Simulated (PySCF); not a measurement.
A thermochemical cycle for SbF

PBE in PySCF with def2-TZVPPD on every atom (core potentials on Sb), for the lowest determinant that a PBE0 search found; no spin–orbit coupling. SbF, a triplet (π ↑↑), has De = 4.53 eV to neutral atoms, and SbF⁺, a doublet (π ↑), has De = 4.78 eV to Sb⁺ + F.

The adiabatic ionisation energy of SbF, between the minima, is 8.71 eV.

**Question.** Which ionisation energy of the Sb atom does this level give?

**Answer.** IE(Sb) = IE(molecule) + De(ion) − De(neutral) = 8.71 + 4.78 − 4.53 = 8.96 eV; the measured value is 8.608 eV (NIST ASD).

Spin–orbit coupling is left out, which matters for elements this heavy, above all for dissociation energies. For an ion De counts to the pair picked by the measured ionisation energies or electron affinities, which need not be the lowest pair at this level. States were picked by a PBE0 search and need not be the measured ground states.
